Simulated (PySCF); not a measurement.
Delta-SCF ions had no search for a lower state. Excitations are Tamm–Dancoff values on a coarser integration grid. The basis has no diffuse functions, so Rydberg states are missing or too high.

## H3BO3, SMILES `OB(O)O` (charge 0, multiplicity 1)

Method: PBE0-D3(BJ)/def2-TZVP (PySCF 2.14.0).

| Item | Result |
|---|---|
| HOMO | -9.18 eV |
| dipole moment | 3.03 D |
| HOMO–LUMO gap | 9.31 eV |
| LUMO | 0.13 eV |
| S1 excitation (TDA) | 7.91 eV |
| S1 oscillator strength | 0.001 |
| T1 excitation (TDA) | 7.60 eV |
| S1–T1 gap (TDA) | 0.31 eV |
| vertical ionisation energy (Delta-SCF) | 11.79 eV |
| total energy | -252.3265 Ha |
| cost | about 80 core-seconds (a rough figure) |

```xyz
7

O      0.2595     1.1519     0.0751
B      0.0885    -0.2110    -0.0125
O      1.1966    -0.9986    -0.0517
O     -1.1172    -0.8526    -0.0643
H     -0.5436     1.6720     0.1005
H      2.0015    -0.4786    -0.0114
H     -1.8853    -0.2831    -0.0358
```
